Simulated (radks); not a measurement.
Au+, 78 electrons, occupied as [Xe] 4f14 5d10. Method: scalar-relativistic Kohn-Sham, LDA (Slater exchange, VWN5 correlation), spin-polarised, spherical densities, finite nucleus; Fermi nuclear charge, rms radius 5.4371 fm; computed with a radial shooting solver on a logarithmic mesh with Libxc functionals.

Unscreened Slater integrals over Kohn-Sham orbitals (cm^-1). They are taken over the spin-up orbitals. Empty in this configuration: 6s.

integral,value
"F0(5d,5d)",126620
"F2(5d,5d)",64294
"F4(5d,5d)",42120
"F0(5d,5p)",147590
"F2(5d,5p)",70967
"G1(5d,5p)",84384
"G3(5d,5p)",51943
"F0(5d,4f)",166750
"F2(5d,4f)",36995
"F4(5d,4f)",16937
"G1(5d,4f)",11640
"G3(5d,4f)",11034
"G5(5d,4f)",8847.1
"F0(5d,5s)",153430
"G2(5d,5s)",54118
"F0(5d,6s)",89239
"G2(5d,6s)",22540
"F0(5p,5p)",184170
"F2(5p,5p)",98954
"F0(5p,4f)",227520
"F2(5p,4f)",70334
"G2(5p,4f)",26485
"G4(5p,4f)",22483
"F0(5p,5s)",196660
"G1(5p,5s)",130680
"F0(5p,6s)",94525
"G1(5p,6s)",6608.3
"F0(4f,4f)",402580
"F2(4f,4f)",199940
"F4(4f,4f)",127310
"F6(4f,4f)",92144
"F0(4f,5s)",255970
"G3(4f,5s)",34869
"F0(4f,6s)",99569
"G3(4f,6s)",2456.1
"F0(5s,5s)",212870
"F0(5s,6s)",95816
"G0(5s,6s)",3574.6
"F0(6s,6s)",75725
